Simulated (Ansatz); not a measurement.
System: sum formula H$_{3}$SiO, charge 0, multiplicity 2. It need not be the lowest isomer of its formula. 
Geometry from a B3LYP-D3(BJ)/def2-TZVP (Ansatz, a program for electronic structure) optimisation:
```
Si
O 1 1.6579
H 1 1.4810 2 112.66
H 1 1.4810 3 110.22 2 126.77
H 1 1.4912 3 110.25 4 121.94
```
Charge 0, spin multiplicity 2.

Basis-set convergence of Hartree-Fock and CCSD correlation energies (hartree) with Ansatz. Valence correlation only, unless marked. UHF or UKS for open shells. Spin-orbit coupling is left out. Non-relativistic.

```json
[
 {"basis": "aug-cc-pV(D+d)Z", "functions": "82", "E(HF)": "-365.53342", "E(corr, CCSD)": "-0.29752"},
 {"basis": "aug-cc-pV(T+d)Z", "functions": "170", "E(HF)": "___", "E(corr, CCSD)": "___"}
]
```

Task: Fill in the missing entries.

Result: 
- aug-cc-pV(T+d)Z, E(HF): -365.56925
- aug-cc-pV(T+d)Z, E(corr, CCSD): -0.35656
